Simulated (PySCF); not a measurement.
Species: C5H5F6P.
Numbering: `[F:1][C:2]([F:3])([F:4])[CH:5]1[CH2:6][P:7]([C:8]([F:9])([F:10])[F:11])[CH2:12]1`

Probes without a nucleus sit at each ring's centroid and 1 Å off its mean plane on both sides; NICS is minus the shielding there, NICSzz its component along the normal. Level: GIAO PBE0/pcSseg-1 (PySCF, non-relativistic, gas phase) on the GFN2-xTB geometry, one conformer.

Ring bond lengths (Å), with Mayer bond orders in brackets: C5–C6 1.539 (0.96), C6–P7 1.879 (0.96), P7–C12 1.879 (0.96), C12–C5 1.539 (0.96).

What do the NICS probes read (ppm)?

```tsv
ring	type	NICS(0)	NICS(1), two faces	NICS(1)zz, two faces	rms pucker (Å)	centre to ring atoms, mean (Å)
C5–C6–P7–C12	4-membered ring with P; formal bonds all single	0.8	0.5 / -0.9	6.0 / -2.8	0.12	1.20
```

What can be read from them?

- C5–C6–P7–C12: mean NICS(1)zz 1.6 ppm, near zero. C5, C6, C12 have four or more neighbours, so the value isn't read as a sign of a π ring current. The two faces differ by 8.8 ppm, so no symmetry operation interchanges them.

At the second NICS(1) probe listed for ring C5–C6–P7–C12, 1 Å off the ring, how large is the induced field along the normal in 1 T applied along it?

NICSzz × B0 = -2.8 ppm × 1 T = -3 μT, against the applied field.

Give the inner angles of the rings and the Hirshfeld charges of the ring atoms.

- C5–C6–P7–C12: C5 97.2° (-0.051 e), C6 91.1° (-0.122 e), P7 75.8° (+0.144 e), C12 91.1° (-0.122 e); sum 355.2° against 360° for a flat convex ring.

On Arm Neoverse V1, one thread (shared host), this took 52 s wall and 1.1 GiB of memory at its peak. This is the whole shielding run at PBE0/pcSseg-1, SCF included.

The values belong to the conformer `[F:1][C:2]([F:3])([F:4])[CH:5]1[CH2:6][P:7]([C:8]([F:9])([F:10])[F:11])[CH2:12]1`: F1–C2–C5–C6 -67°, C6–P7–C8–F9 158°.
